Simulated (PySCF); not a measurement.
**Sulfur: a sound run and one with changed settings**

Sound run: S⁺ [Ne] 3s2 3p3, S²⁺ [Ne] 3s2 3p2. Calculation: PySCF 2.14, in x2c-TZVPall (5s5p2d1f, 37 functions); scalar relativity by spin-free X2C-1e. The sound run starts from symmetry-adapted Hartree-Fock orbitals and uses a fine grid where one is needed.

Changed run: radial step 0.8 in ln r (0.13 in the sound run). This setting is unsound on purpose.

| species | method | sound run (hartree) | changed run (hartree) | converged |
| --- | --- | --- | --- | --- |
| S⁺ | UHF | -398.24553 | -398.24553 | yes |
| S⁺ | TPSS | -398.84110 | -398.81868 | yes |
| S⁺ | PBE | -398.64936 | -398.62105 | yes |
| S²⁺ | UHF | -397.41108 | -397.41108 | yes |
| S²⁺ | TPSS | -397.98270 | -397.96950 | yes |
| S²⁺ | PBE | -397.79258 | -397.77089 | yes |

Ionisation energy of S⁺:

```
method  sound run (eV)  changed run (eV)
   UHF          22.706            22.706
  TPSS          23.358            23.108
   PBE          23.314            23.134
```

A coarse radial grid mis-integrates the density and the exchange-correlation energy, with errors of either sign; Hartree-Fock needs no grid.

For comparison, NIST gives 23.338 eV between the lowest levels.
